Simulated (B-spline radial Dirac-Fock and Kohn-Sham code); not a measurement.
**Run log: Pb**

ΔSCF core binding energies without Breit or QED terms, calculated with a B-spline atomic structure program. Keys: rel is the Hamiltonian (dirac, or spin-free x2c and nr, where L3 and M5 stand for the whole 2p and 3d shells), method is hf or an exchange,correlation pair (spin-unpolarised, also for the hole states), nuc the nuclear model, radius_factor scales its radius, rmax is the box in bohr, h the logarithmic mesh step, order the B-spline order, points the quadrature points per cell, c_factor scales the speed of light, and damp, ndamp, maxit and tol steer the iteration. The run stops when the commutator error falls below 10·tol·max(1, Z/10), or the numerical noise floor, and the energy has settled to about 1e-8 Ha; the virial ratio is −V/T.

Input (task.json):

```json
{"items": [{"Z": 82, "q": 0, "cfg": [[1, 0, 2], [2, 0, 2], [2, 1, 6], [3, 0, 2], [3, 1, 6], [3, 2, 10], [4, 0, 2], [4, 1, 6], [4, 2, 10], [4, 3, 14], [5, 0, 2], [5, 1, 6], [5, 2, 10], [6, 0, 2], [6, 1, 2]], "A": 208, "rrms": 5.5012, "do": "settings", "holes": ["K", "L3", "M5"],
  "settings": [{"rel": "dirac", "method": "hf", "nuc": "fermi", "radius_factor": 1.0, "rmax": 2.0, "h": 0.3, "order": 8, "points": 10, "c_factor": 1.0, "maxit": 81, "damp": 0.5, "ndamp": 3, "tol": 1e-08}]}]}
```

Command: `python xray2_run.py task.json out`

Ground-state iterations:

```
iter   energy (Ha)        error
   1   -20889.98217983  2.22e+00
   2   -20892.00988197  3.43e-01
   3   -20893.55590489  3.45e-02
   4   -20893.56679625  1.51e-02
   5   -20893.56764697  1.98e-03
   6   -20893.56768919  1.31e-03
   7   -20893.56770790  6.08e-05
   8   -20893.56770794  1.91e-05
   9   -20893.56770794  4.43e-07
```

The ground state converged in 9 iterations, with total energy -20893.56771 Ha, virial ratio 1.85671 and highest orbital energy 134.88 eV. ΔSCF binding energies: K (1s) 88421.2 eV, L3 (2p3/2) 13004.5 eV, M5 (3d5/2) 2421.8 eV.

Q: One setting is unsound. Which, and why?

A: rmax squeezes the outer orbitals. With the default settings (Dirac Hartree-Fock): The ground state converged in 10 iterations, with total energy -20913.70281 Ha, virial ratio 1.86031 and highest orbital energy -5.98 eV. ΔSCF binding energies: K (1s) 88500.3 eV, L3 (2p3/2) 13080.8 eV, M5 (3d5/2) 2494.8 eV.
